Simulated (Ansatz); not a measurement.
VH₂Cl₂, 5 atoms. Hardware: 4 threads of Intel Xeon Platinum 8488C on a shared host.

The 6-31G sets use Cartesian d functions. Correlated methods freeze 15 core orbitals; core or outer-core shells of V are correlated, in sets that lack core-valence functions.

How many basis functions does each of these Ansatz runs have, and roughly what does it cost? LDA (SPW92)/def2-TZVP, charge 0 doublet, energy, from earlier orbitals; PBE-D4/def2-TZVP, charge 1 triplet at the geometry of the charge 0 doublet, energy, from earlier orbitals; PBE0-D4/def2-TZVP, charge 1 singlet at the geometry of the charge 0 doublet, energy, from earlier orbitals; MP2/def2-TZVP, charge 0 doublet, energy, from earlier orbitals; HF/STO-3G, charge 0 doublet, energy; B3LYP-D4/6-31G, charge 0 doublet, energy; CAM-B3LYP-D4/def2-TZVP, charge 0 doublet, energy, from earlier orbitals; CCSD(T)/def2-TZVPP, charge 0 doublet, energy, from earlier orbitals; PBE0-D4/def2-TZVP, charge 0 doublet, energy, from earlier orbitals; PBE0-D4/def2-TZVP, charge 1 triplet at the geometry of the charge 0 doublet, energy; PBE0-D4/def2-SVP, charge 0 doublet, energy with a search over starts; PBE-D4/def2-TZVP, charge 0 doublet, energy, from earlier orbitals.

Other jobs shared the machine, so times can vary by a factor of up to 3. A dash marks memory too small to be measured apart from the calling script's.

```tsv
run	functions	fitting or Cholesky vectors	wall time	peak host memory (GiB)
HF/STO-3G, charge 0 doublet, energy	38	474	0.3 s	–
LDA (SPW92)/def2-TZVP, charge 0 doublet, energy, from earlier orbitals	131	1034	0.65 s	–
PBE0-D4/def2-TZVP, charge 1 singlet at the geometry of the charge 0 doublet, energy, from earlier orbitals	131	1131	0.95 s	–
PBE-D4/def2-TZVP, charge 0 doublet, energy, from earlier orbitals	131	1034	1.4 s	–
B3LYP-D4/6-31G, charge 0 doublet, energy	59	745	1.4 s	–
MP2/def2-TZVP, charge 0 doublet, energy, from earlier orbitals	131	907	1.9 s	–
PBE-D4/def2-TZVP, charge 1 triplet at the geometry of the charge 0 doublet, energy, from earlier orbitals	131	1034	2.2 s	–
PBE0-D4/def2-SVP, charge 0 doublet, energy with a search over starts	77	768	2.7 s	–
PBE0-D4/def2-TZVP, charge 0 doublet, energy, from earlier orbitals	131	1131	4.1 s	0.66
CAM-B3LYP-D4/def2-TZVP, charge 0 doublet, energy, from earlier orbitals	131	1076	4.4 s	0.7
PBE0-D4/def2-TZVP, charge 1 triplet at the geometry of the charge 0 doublet, energy	131	1131	6 s	0.67
CCSD(T)/def2-TZVPP, charge 0 doublet, energy, from earlier orbitals	176	1095	3.1 min	2.2
```
